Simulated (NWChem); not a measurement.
The numbers come from NWChem runs, not from measurements. System: C₂H₄F, charge 1, spin multiplicity 1, at the geometry of a parent with another charge or spin, in a state set for the comparison that need not be this species' ground state. Level: MP2/def2-TZVP, 3 core orbitals frozen.

The NWChem input:

```
start mol
memory heap 200 mb stack 900 mb global 1100 mb
charge 1
geometry units angstroms nocenter noautoz noautosym
  C     -1.150963     0.170909    -0.297818
  C      0.306853     0.377595    -0.206953
  F      0.991470    -0.555528     0.462713
  H     -1.601704     0.925065    -0.958700
  H     -1.649469     0.245786     0.689761
  H     -1.383250    -0.828928    -0.700091
  H      0.775862     1.366802    -0.166758
end
basis spherical
  * library def2-tzvp
end
scf
  rhf
  nopen 0
  maxiter 100
  thresh 1e-7
  semidirect memsize 60000000 filesize 0
end
mp2
  freeze core 3
end
task mp2 energy
```

NWChem printed:

```
             Northwest Computational Chemistry Package (NWChem) 7.3.0
             --------------------------------------------------------

                                NWChem Input Module
                                -------------------

 Scaling coordinates for geometry "geometry" by  1.889725989
 (inverse scale =  0.529177249)

                             Geometry "geometry" -> ""
                             -------------------------

 Output coordinates in angstroms (scale by  1.889725989 to convert to a.u.)

  No.       Tag          Charge          X              Y              Z
 ---- ---------------- ---------- -------------- -------------- --------------
    1 C                    6.0000    -1.15096300     0.17090900    -0.29781800
    2 C                    6.0000     0.30685300     0.37759500    -0.20695300
    3 F                    9.0000     0.99147000    -0.55552800     0.46271300
    4 H                    1.0000    -1.60170400     0.92506500    -0.95870000
    5 H                    1.0000    -1.64946900     0.24578600     0.68976100
    6 H                    1.0000    -1.38325000    -0.82892800    -0.70009100
    7 H                    1.0000     0.77586200     1.36680200    -0.16675800

 Effective nuclear repulsion energy (a.u.)      72.3906180658

            Nuclear Dipole moment (a.u.)
            ----------------------------
        X                 Y               Z
 ---------------- ---------------- ----------------
     0.0000170075    -0.0000056692     0.0000056692


 Summary of "ao basis" -> "" (spherical)
 ------------------------------------------------------------------------------
       Tag                 Description            Shells   Functions and Types
 ---------------- ------------------------------  ------  ---------------------
 *                         def2-tzvp                  on all atoms

 Summary of "ao basis" -> "ao basis" (spherical)
 ------------------------------------------------------------------------------
       Tag                 Description            Shells   Functions and Types
 ---------------- ------------------------------  ------  ---------------------
 C                         def2-tzvp                11       31   5s3p2d1f
 F                         def2-tzvp                11       31   5s3p2d1f
 H                         def2-tzvp                 4        6   3s1p

                                 NWChem SCF Module
                                 -----------------

  ao basis        = "ao basis"
  functions       =   117
  atoms           =     7
  closed shells   =    12
  open shells     =     0
  charge          =   1.00
  wavefunction    = RHF
  use symmetry    = F
  symmetry adapt  = F

 Summary of "ao basis" -> "ao basis" (spherical)
 ------------------------------------------------------------------------------
       Tag                 Description            Shells   Functions and Types
 ---------------- ------------------------------  ------  ---------------------
 C                         def2-tzvp                11       31   5s3p2d1f
 F                         def2-tzvp                11       31   5s3p2d1f
 H                         def2-tzvp                 4        6   3s1p

 Forming initial guess at       0.1s

      Superposition of Atomic Density Guess
      -------------------------------------

 Sum of atomic energies:        -176.75997158

 Renormalizing density from      25.00 to     24

      Non-variational initial energy
      ------------------------------
[...]
   114      0.161486  7 H  s                 70     -0.159329  3 F  pz
   108      0.152567  6 H  s

 Vector   14  Occ=0.000000D+00  E=-5.060627D-02
              MO Center= -2.9D-01,  1.1D+00, -2.4D-01, r^2= 5.9D+00
   Bfn.  Coefficient  Atom+Function         Bfn.  Coefficient  Atom+Function
  ----- ------------  ---------------      ----- ------------  ---------------
     5      3.929881  1 C  s                114     -1.842488  7 H  s
    96     -1.416176  4 H  s                102     -1.380763  5 H  s
   108     -1.192027  6 H  s                 44      0.882606  2 C  py
    43      0.638522  2 C  px                35      0.464304  2 C  s
     4     -0.352012  1 C  s                 36     -0.319431  2 C  s

 Vector   15  Occ=0.000000D+00  E=-2.840407D-02
              MO Center= -3.8D-01,  5.0D-01, -1.9D-01, r^2= 7.2D+00
   Bfn.  Coefficient  Atom+Function         Bfn.  Coefficient  Atom+Function
  ----- ------------  ---------------      ----- ------------  ---------------
     5      5.149409  1 C  s                 36     -3.597154  2 C  s
   114      1.896607  7 H  s                108     -1.722316  6 H  s
   102     -1.543512  5 H  s                 43      0.918038  2 C  px
    96     -0.780820  4 H  s                 12      0.555855  1 C  px
    44     -0.436573  2 C  py                14      0.305641  1 C  pz

 center of mass
 --------------
 x =   0.19360551 y =  -0.09040845 z =   0.06384362

 moments of inertia (a.u.)
 ------------------
          67.262933698434          38.857658165726         -46.962460274085
          38.857658165726         180.664213973484          24.011251398466
         -46.962460274085          24.011251398466         194.218187057221

  Mulliken analysis of the total density
  --------------------------------------

    Atom       Charge   Shell Charges
 -----------   ------   -------------------------------------------------------
    1 C    6     6.34   0.85  1.12  0.47  0.70  0.06  1.27  1.46  0.33  0.02  0.04  0.00
    2 C    6     5.54   0.86  1.12  0.57  0.65  0.07  1.01  0.99  0.07  0.03  0.14  0.02
    3 F    9     9.08   0.77  1.20  0.61  1.02  0.32  2.21  2.23  0.69  0.00  0.02  0.00
    4 H    1     0.79   0.25  0.46  0.06  0.02
    5 H    1     0.74   0.24  0.43  0.05  0.02
    6 H    1     0.77   0.25  0.45  0.06  0.02
    7 H    1     0.73   0.25  0.42  0.04  0.02

       Multipole analysis of the density wrt the origin
       ------------------------------------------------

     L   x y z        total         open         nuclear
     -   - - -        -----         ----         -------
     0   0 0 0      1.000000      0.000000     25.000000

     1   1 0 0     -0.489739      0.000000      0.000017
     1   0 1 0      0.969405      0.000000     -0.000006
     1   0 0 1     -0.538982      0.000000      0.000006

     2   2 0 0     -8.107826      0.000000     89.854793
     2   1 1 0      0.975837      0.000000    -18.291702
     2   1 0 1     -0.214501      0.000000     25.145180
     2   0 2 0     -9.670410      0.000000     25.996115
     2   0 1 1     -0.111218      0.000000    -12.329606
     2   0 0 2    -10.673465      0.000000     16.530071

                   NWChem MP2 Semi-direct Energy/Gradient Module
                   ---------------------------------------------

  Basis functions       =    117
  Molecular orbitals    =    117
  Frozen core           =      3
  Frozen virtuals       =      0
  Active alpha occupied =      9
  Active beta occupied  =      9
  Active alpha virtual  =    105
  Active beta virtual   =    105
  Use MO symmetry       = F
  Use skeleton AO sym   = F

  AO/Fock/Back tols     =   1.0D-09  1.0D-09  1.0D-09

 GA uses MA = F    GA memory limited = T

 Available:
  local mem=  1.26D+08
 global mem=  1.44D+08
 local disk=  0.00D+00
  mp2_memr nvloc                   105
  nvloc new                   105
   1 passes of   9:        5242880                      75156                  22022888.
   1 passes of   9: M    126151980           G      144151822           F     120909100.

 Semi-direct pass number   1 of   1  for RHF alpha+beta  at        7.1s
  vrange nnbf                  6847
  mp2_eaftype                    84  avail_ma_in_mb                  1099
 EAF : mp2_eaftype filesize          84   11011444.
  mp2_eaf for mointskh                     84
Node 0 wrote     51.8 Mb in      0.1 s     Agg I/O rate:   453.9 Mb/s
 Done moints_semi at       12.0s
  mp2_eaftype                    84  avail_ma_in_mb                  1015
 EAF : mp2_eaftype filesize          84   11011444.
  mp2_eaf for kh                    84
 Done maket at       12.3s
 Done multipass loop at       12.3s

          -------------------------------------------
          SCF energy                -177.223962272415
          Correlation energy          -0.551394744701
          Singlet pairs               -0.355337642064
          Triplet pairs               -0.196057102637
          Total MP2 energy          -177.775357017116
          -------------------------------------------

          ---------------------------------------------------
                    Spin Component Scaled (SCS) MP2
          Same spin pairs                     -0.130704735091
          Same spin scaling factor             0.333333333333
          Opposite spin pairs                 -0.420690009609
          Opposite spin scaling fact.          1.200000000000
          SCS-MP2 correlation energy          -0.548396256562
          Total SCS-MP2 energy              -177.772358528977
          ---------------------------------------------------

 -----------------------
 Performance information
 -----------------------

 Timer overhead =  2.09D-07 seconds/call

               Nr. of calls         CPU time (s)                 Wall time (s)                GFlops
             ---------------    -------------------     ------------------------------   -------------------
Name         Min   Avg   Max    Min     Avg     Max     Min     Avg     Max   Mx/calls   Min     Max     Sum
mp2: moin     1     1     1    4.9     4.9     4.9      4.9     4.9     4.9     4.9      0.0     0.0     0.0
mp2: make     1     1     1   0.30    0.30    0.30     0.30    0.30    0.30    0.30      0.0     0.0     0.0
mp2: tota     1     1     1    5.3     5.3     5.3      5.3     5.3     5.3     5.3      0.0     0.0     0.0

 The average no. of pstat calls per process was 3.00D+00
 with a timing overhead of 6.27D-07s

 Task  times  cpu:       12.3s     wall:       12.3s

 Total times  cpu:       12.3s     wall:       12.3s
```
